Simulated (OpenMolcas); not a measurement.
Ir4+ with 6 ligands (oxide) in trigonal antiprismatic coordination (D3d) at 2 Å, a polar angle of 58.6° against the regular 54.74°. A charge of +1.33 e stands 2.6 Å behind each ligand. Ligand basis ANO-RCC-VDZP.

```json
{
 "Program": "OpenMolcas",
 "Method": "SS-CASPT2, IPEA 0.25 Eh, imaginary shift 0.1 Eh (closed shells correlated: 5s 5p and the ligand valence shells)",
 "Basis": "ANO-RCC-VTZP [8s7p5d3f1g]",
 "Scalar Hamiltonian": "DKH2, point nucleus",
 "Active space": "5 electrons in 5 orbitals (5d)",
 "State averaging": "2S+1 = 6 even, 1 root; 2S+1 = 4 even, 24 roots; 2S+1 = 2 even, 75 roots",
 "Spin-orbit coupling": "RASSI with atomic mean-field integrals over the reference wave functions"
}
```

Task: What is the spin-free ground state?

Result: A state of multiplicity 2, 1-fold in its orbital part; d5 allows 2S+1 = 6, so this is a state of lower spin.

Task: Where is the first state of the same spin?

Result: 2E at 234 cm-1 above the ground state. The two act as a nearly degenerate pair, with unquenched orbital momentum.

Task: What are the lowest two levels with spin-orbit coupling?

Result: A 2-fold level with g = 1.51, 2.25, 2.25, then a 2-fold level 7290 cm-1 above it. Their leading multiplicities are 2 (87 %) and 2 (88 %).

Task: What is χT at 300 K?

Result: 0.44 cm3 K/mol.

Roots that are degenerate in the reference are averaged as groups; the widest CASPT2 spread within a group is 280 cm-1 (the 2-fold group of multiplicity 2 near 58300 cm-1 above the lowest state of its run). Shifts and gaps below about the spread of the groups concerned are not significant. Over all roots computed the reference weight is 0.59 to 0.62; a low but even weight reflects the number of correlated electrons. Spin-orbit coupling mixes the spin-free states strongly: the lowest level takes only 51 % from its leading state, 2E, which lies 234 cm-1 above the lowest spin-free state. The least metal-like active orbital is 66 % on the metal (Löwdin) and no ligand orbital is active, so the numbers are rough, and ground spin, moment and any spin crossover can be artefacts of this space; highly charged d ions in such sites are as a rule low spin. The oxide ions are held by bare point charges, a crude embedding. Ligand-to-metal charge-transfer states are missing. With no ligand orbital active B as a rule stays too high, so bands that hang on it stand too high and its fall with covalency is understated. With one d shell and no ligand orbital active, 10Dq can be off by a tenth or more. No measured value stands beside these numbers; the geometry was imposed, not optimised, and the real ion may take another.
